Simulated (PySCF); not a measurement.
Si(Cl)(SiH3) (ClH3Si2), SMILES [SiH3][Si]Cl (connectivity only; charge and spin as stated), neutral, multiplicity 1.

The structure is a stationary point at ωB97X-D3(BJ)/def2-TZVP.

Vertical ionisation energy (IE) and electron affinity (EA) in eV. Rows of orbital energies are one-electron estimates. Where ΔSCF, EOM or ADC give a negative EA the extra electron is unbound and the value depends on the basis.

```csv
level,IE,EA
"−ε(HOMO), −ε(LUMO), ωB97X/def2-TZVPD (PySCF)",…,…
ADC(2)/aug-cc-pVDZ (PySCF),8.23,1.49
```

Problem. What belongs in the gaps? (The exact figures need the calculation; the answer reports its results.)

Solution. 
- −ε(HOMO), −ε(LUMO), ωB97X/def2-TZVPD (PySCF), IE: 8.67
- −ε(HOMO), −ε(LUMO), ωB97X/def2-TZVPD (PySCF), EA: 1.17

Problem. Beyond the first one, list the lowest photoelectron lines from PySCF with ADC(2)/aug-cc-pVDZ with their pole strengths (two spins summed). (The exact figures need the calculation; the answer reports its results.)

Solution. 11.33 eV (1.79), 11.70 eV (1.78), 11.98 eV (1.78), 12.56 eV (1.81), 12.61 eV (1.81).
